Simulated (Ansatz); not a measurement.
Total energies of `[BH2-]1[Br+][BH2-][Br+]1`.

Z-matrix (Å, degrees):
```
B
Br 1 2.110
Br 1 2.110 2 95.5
H 1 1.187 2 109.5 3 -113.0
H 1 1.188 2 107.6 3 110.5
B 2 2.110 1 80.2 3 -22.1
H 6 1.188 2 107.6 1 -88.3
H 6 1.187 2 109.5 1 135.2
```

Total charge 0; spin multiplicity 1. Correlated methods include outer-core shells of Br, which these sets cover unevenly. Scalar relativity is left out up to krypton. The geometry is a stationary point of PBE0-D4/def2-TZVP. Basis def2-TZVPP, Ansatz 0.2.0.

RPA on PBE orbitals: Hartree–Fock energy of these orbitals -5196.50613 Eh, correlation -1.26818 Eh (frozen core).

```json
{"functional": "B3LYP", "energy without D4 (Eh)": "-5200.52211", "D4 term (kJ/mol)": "-35.5"}
{"functional": "CAM-B3LYP", "energy without D4 (Eh)": "-5200.66403", "D4 term (kJ/mol)": "-18.5"}
```

**Question.** Give the same for LDA (SPW92), PBE, revPBE, BLYP, r2SCAN, B97M-V, PBE0, r2SCANh, r2SCAN0, HSE06 (plane-wave form), BHLYP, LC-ωPBE, ωB97X-V, ωB97M-V, B2PLYP, PBE-QIDH. (Best estimate.)

**Answer.** Computed: 
```json
{"functional": "LDA (SPW92)", "energy without D4 (Eh)": "-5192.74039", "D4 term (kJ/mol)": "–"}
{"functional": "PBE", "energy without D4 (Eh)": "-5199.59024", "D4 term (kJ/mol)": "-21.4"}
{"functional": "revPBE", "energy without D4 (Eh)": "-5199.99784", "D4 term (kJ/mol)": "-60.1"}
{"functional": "BLYP", "energy without D4 (Eh)": "-5200.46288", "D4 term (kJ/mol)": "-47.5"}
{"functional": "r2SCAN", "energy without D4 (Eh)": "-5200.39093", "D4 term (kJ/mol)": "-4.6"}
{"functional": "B97M-V", "energy without D4 (Eh)": "-5199.54965", "D4 term (kJ/mol)": "–"}
{"functional": "PBE0", "energy without D4 (Eh)": "-5199.78744", "D4 term (kJ/mol)": "-18.0"}
{"functional": "r2SCANh", "energy without D4 (Eh)": "-5200.38958", "D4 term (kJ/mol)": "-5.0"}
{"functional": "r2SCAN0", "energy without D4 (Eh)": "-5200.38875", "D4 term (kJ/mol)": "-5.6"}
{"functional": "HSE06 (plane-wave form)", "energy without D4 (Eh)": "-5199.79221", "D4 term (kJ/mol)": "-16.9"}
{"functional": "BHLYP", "energy without D4 (Eh)": "-5200.40728", "D4 term (kJ/mol)": "-29.7"}
{"functional": "LC-ωPBE", "energy without D4 (Eh)": "-5199.70693", "D4 term (kJ/mol)": "–"}
{"functional": "ωB97X-V", "energy without D4 (Eh)": "-5199.97649", "D4 term (kJ/mol)": "–"}
{"functional": "ωB97M-V", "energy without D4 (Eh)": "-5200.13300", "D4 term (kJ/mol)": "–"}
{"functional": "B2PLYP", "energy without D4 (Eh)": "-5199.63148", "D4 term (kJ/mol)": "–"}
{"functional": "PBE-QIDH", "energy without D4 (Eh)": "-5199.16558", "D4 term (kJ/mol)": "–"}
```

B3LYP takes the VWN-RPA correlation (the form of Gaussian; ORCA's B3LYP/G). HSE06 is the plane-wave form, built on full-range PBE exchange. The double hybrids freeze the cores in their second-order part.

LC-ωPBE has ω = 0.4 bohr⁻¹.
